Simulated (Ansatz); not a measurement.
`C#[C][AlH][NH2]` + H₂ → `C#[C][AlH2]` + NH₃ at 600 K and 1 bar (hydrogenolysis of the Al–N bond).

Isolated molecules relaxed with PBE0-D4/def2-TZVP in Ansatz; ΔE leaves out vibrations. CCSD(T)/CBS is the MP2 limit (def2-TZVPP, def2-QZVPP) plus CCSD(T) − MP2 in def2-TZVPP, frozen cores. This one scheme is used for every species. Each species was taken in one conformer, which may not be the lowest.

```
          species  CCSD(T)/CBS energy (Eh)  H − E (kJ/mol)  S (J/(mol·K))
`C#[C][AlH][NH2]`               -375.21570           187.5          391.3
               H₂                 -1.17544            43.9          150.8
    `C#[C][AlH2]`               -319.85078           123.6          332.0
              NH₃                -56.50880           112.4          219.5
```

H − E and S are ideal-gas, rigid-rotor, harmonic terms from PBE0-D4/def2-TZVP, for one conformer and one mirror image of each species. The MP2-based limit puts H₂ 0.8 mEh under its directly extrapolated value; such offsets cancel only in part. 1 Eh = 2625.50 kJ/mol, R = 8.31446 J/(mol·K).

Problem. By hand: ΔE, ΔH, ΔS and ΔG.

Solution. ΔE = (-319.85078) + (-56.50880) − (-375.21570) − (-1.17544) = 0.03156 Eh = 82.9 kJ/mol. Δ(H − E) = 123.6 + 112.4 − 187.5 − 43.9 = 4.6, so ΔH = 87.5 kJ/mol. ΔS = 332.0 + 219.5 − 391.3 − 150.8 = 9.4 J/(mol·K). ΔG = 87.5 − 600 × (9.4)/1000 = 81.9 kJ/mol.

Problem. By hand: the equilibrium constant, and the temperature at which ΔG would vanish if ΔH and ΔS stayed fixed.

Solution. log₁₀ K = −ΔG/(RT ln 10) = -7.1. ΔG = 0 at ΔH/ΔS = 9309 K, far beyond where these terms or the molecules hold.

The number of gas molecules stays the same, so ΔS is small and ΔH decides. A doubt of 5 kJ/mol in ΔE shifts log₁₀ K by 0.4 here. Other conformers and mirror images would add mixing entropy, several J/(mol·K) or more a flexible species. These are equilibria of isolated gas molecules and say nothing of rates. Largest T1 diagnostic: 0.013 (customary marks: 0.02 for closed shells, 0.045 for open ones).
